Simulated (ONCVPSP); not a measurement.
**Which change was made? (Co, ONCV)**

ONCVPSP 4.0.1 input, shortened (lines: element, Z, core and valence counts, functional; n l f; lmax; l rc ep ncon nbas qcut; lloc lpopt rc5 dvloc0; l nproj debl; icmod fcfact rcfact), PW91, scalar-relativistic:

```
  Co 27.00    4    4  -109134      upf
    1    0    2.00
    2    0    2.00
    2    1    6.00
    3    0    2.00
    3    1    6.00
    3    2    7.00
    4    0    1.50
    4    1    0.50
    2
    0    2.40    0.00    3    8    3.50
    1    1.15    0.00    5    8   15.00
    2    1.50    0.00    4    9    9.00
    4    5    0.75    4.00
    0    2    3.80
    1    2    3.40
    2    1    1.10
    0    0.00    0.00
```

Cutoffs, loose and tight: the cutoffs (Ha) at which the residual kinetic energy of the hardest occupied pseudo-wave falls to 1 and 0.1 mHa per electron. They do not see the model core or the augmentation charge, which bear on the density cutoff. Test errors are all-electron minus pseudo excitation energies from the reference, over the configurations 3p6 3d7 4s2 4p0; 3p6 3d7 4s1 4p0; 3p6 3d7 4s0 4p0; 3p6 3d6 4s0 4p0; variants that change the core or the reference have their own tests. The largest error is taken over the tests solved by every variant that gives reliable tests at all, those not shown here included: 3p6 3d7 4s0 4p0; 3p6 3d7 4s1 4p0; 3p6 3d7 4s2 4p0.

The base gives: outcome: generated; cutoff, loose: 61 Ha; cutoff, tight: 80 Ha; bound ghosts: s; GHOST(+) flags above zero: none; largest test error (meV): -12.

Task: After one change the result is: outcome: generated; cutoff, loose: 126 Ha; cutoff, tight: 148 Ha; bound ghosts: s; GHOST(+) flags above zero: none; largest test error (meV): -9.5. Which change was it?
A. s: qcut 2.8; p: qcut 11.8; d: qcut 7.1
B. d: rc 1.04
C. local potential polynomial inside 1.10 bohr (lpopt 5, dvloc0 2 Ha)

Result: A. The others give: d: rc 1.04 → outcome: generated; cutoff, loose: 276 Ha; cutoff, tight: 348 Ha; bound ghosts: s; GHOST(+) flags above zero: none; largest test error (meV): -22 | local potential polynomial inside 1.10 bohr (lpopt 5, dvloc0 2 Ha) → outcome: generated; cutoff, loose: 61 Ha; cutoff, tight: 80 Ha; bound ghosts: none; GHOST(+) flags above zero: s; largest test error (meV): -12.
